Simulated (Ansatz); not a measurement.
Ag2I⁺. Total charge 1; singlet. Geometry PBE-D4/def2-TZVP.

```csv
atom,x (Å),y (Å),z (Å)
Ag1,0.3992,-1.0819,-1.6823
Ag2,-1.4293,0.6747,1.2903
I3,1.0302,0.4073,0.3920
```

In the def2 sets Ag, I take a core potential, while STO-3G treats all electrons; there is no spin–orbit coupling. The structure comes from a short search, and lower isomers may exist.

(1) Estimate the orbital energies around the gap (eV) in Ansatz with HF/STO-3G, PBE-D4/def2-SVP, r2SCAN-D4/def2-TZVP, r2SCANh-D4/def2-TZVP, PBE0-D4/def2-SVP.

Results:

(1) 
```json
{"orbital": "HOMO−13", "HF/STO-3G": "-23.65", "PBE-D4/def2-SVP": "-22.24", "r2SCAN-D4/def2-TZVP": "-22.60", "r2SCANh-D4/def2-TZVP": "-23.22", "PBE0-D4/def2-SVP": "-23.90"}
{"orbital": "HOMO−12", "HF/STO-3G": "-14.87", "PBE-D4/def2-SVP": "-14.27", "r2SCAN-D4/def2-TZVP": "-14.40", "r2SCANh-D4/def2-TZVP": "-15.00", "PBE0-D4/def2-SVP": "-15.84"}
{"orbital": "HOMO−11", "HF/STO-3G": "-14.37", "PBE-D4/def2-SVP": "-13.89", "r2SCAN-D4/def2-TZVP": "-14.05", "r2SCANh-D4/def2-TZVP": "-14.66", "PBE0-D4/def2-SVP": "-15.51"}
{"orbital": "HOMO−10", "HF/STO-3G": "-14.29", "PBE-D4/def2-SVP": "-13.44", "r2SCAN-D4/def2-TZVP": "-13.62", "r2SCANh-D4/def2-TZVP": "-14.32", "PBE0-D4/def2-SVP": "-15.25"}
{"orbital": "HOMO−9", "HF/STO-3G": "-13.80", "PBE-D4/def2-SVP": "-13.26", "r2SCAN-D4/def2-TZVP": "-13.42", "r2SCANh-D4/def2-TZVP": "-14.13", "PBE0-D4/def2-SVP": "-15.08"}
{"orbital": "HOMO−8", "HF/STO-3G": "-13.57", "PBE-D4/def2-SVP": "-13.18", "r2SCAN-D4/def2-TZVP": "-13.34", "r2SCANh-D4/def2-TZVP": "-14.06", "PBE0-D4/def2-SVP": "-15.03"}
{"orbital": "HOMO−7", "HF/STO-3G": "-13.13", "PBE-D4/def2-SVP": "-13.17", "r2SCAN-D4/def2-TZVP": "-13.33", "r2SCANh-D4/def2-TZVP": "-14.04", "PBE0-D4/def2-SVP": "-15.01"}
{"orbital": "HOMO−6", "HF/STO-3G": "-12.97", "PBE-D4/def2-SVP": "-13.02", "r2SCAN-D4/def2-TZVP": "-13.22", "r2SCANh-D4/def2-TZVP": "-13.95", "PBE0-D4/def2-SVP": "-14.91"}
{"orbital": "HOMO−5", "HF/STO-3G": "-12.97", "PBE-D4/def2-SVP": "-13.01", "r2SCAN-D4/def2-TZVP": "-13.21", "r2SCANh-D4/def2-TZVP": "-13.95", "PBE0-D4/def2-SVP": "-14.91"}
{"orbital": "HOMO−4", "HF/STO-3G": "-12.96", "PBE-D4/def2-SVP": "-12.98", "r2SCAN-D4/def2-TZVP": "-13.18", "r2SCANh-D4/def2-TZVP": "-13.91", "PBE0-D4/def2-SVP": "-14.88"}
{"orbital": "HOMO−3", "HF/STO-3G": "-12.96", "PBE-D4/def2-SVP": "-12.97", "r2SCAN-D4/def2-TZVP": "-13.17", "r2SCANh-D4/def2-TZVP": "-13.90", "PBE0-D4/def2-SVP": "-14.87"}
{"orbital": "HOMO−2", "HF/STO-3G": "-12.43", "PBE-D4/def2-SVP": "-11.65", "r2SCAN-D4/def2-TZVP": "-11.71", "r2SCANh-D4/def2-TZVP": "-12.11", "PBE0-D4/def2-SVP": "-12.67"}
{"orbital": "HOMO−1", "HF/STO-3G": "-11.17", "PBE-D4/def2-SVP": "-11.64", "r2SCAN-D4/def2-TZVP": "-11.70", "r2SCANh-D4/def2-TZVP": "-12.10", "PBE0-D4/def2-SVP": "-12.62"}
{"orbital": "HOMO", "HF/STO-3G": "-10.60", "PBE-D4/def2-SVP": "-10.96", "r2SCAN-D4/def2-TZVP": "-11.09", "r2SCANh-D4/def2-TZVP": "-11.46", "PBE0-D4/def2-SVP": "-11.92"}
{"orbital": "LUMO", "HF/STO-3G": "-0.74", "PBE-D4/def2-SVP": "-8.38", "r2SCAN-D4/def2-TZVP": "-8.03", "r2SCANh-D4/def2-TZVP": "-7.67", "PBE0-D4/def2-SVP": "-7.39"}
{"orbital": "LUMO+1", "HF/STO-3G": "-0.68", "PBE-D4/def2-SVP": "-8.06", "r2SCAN-D4/def2-TZVP": "-7.71", "r2SCANh-D4/def2-TZVP": "-7.34", "PBE0-D4/def2-SVP": "-7.03"}
{"orbital": "LUMO+2", "HF/STO-3G": "0.42", "PBE-D4/def2-SVP": "-5.23", "r2SCAN-D4/def2-TZVP": "-5.04", "r2SCANh-D4/def2-TZVP": "-4.80", "PBE0-D4/def2-SVP": "-4.53"}
{"orbital": "LUMO+3", "HF/STO-3G": "1.50", "PBE-D4/def2-SVP": "-4.59", "r2SCAN-D4/def2-TZVP": "-4.34", "r2SCANh-D4/def2-TZVP": "-4.11", "PBE0-D4/def2-SVP": "-3.92"}
{"orbital": "LUMO+4", "HF/STO-3G": "1.53", "PBE-D4/def2-SVP": "-4.39", "r2SCAN-D4/def2-TZVP": "-4.17", "r2SCANh-D4/def2-TZVP": "-3.92", "PBE0-D4/def2-SVP": "-3.69"}
{"orbital": "LUMO+5", "HF/STO-3G": "2.69", "PBE-D4/def2-SVP": "-3.75", "r2SCAN-D4/def2-TZVP": "-3.39", "r2SCANh-D4/def2-TZVP": "-3.15", "PBE0-D4/def2-SVP": "-3.04"}
```
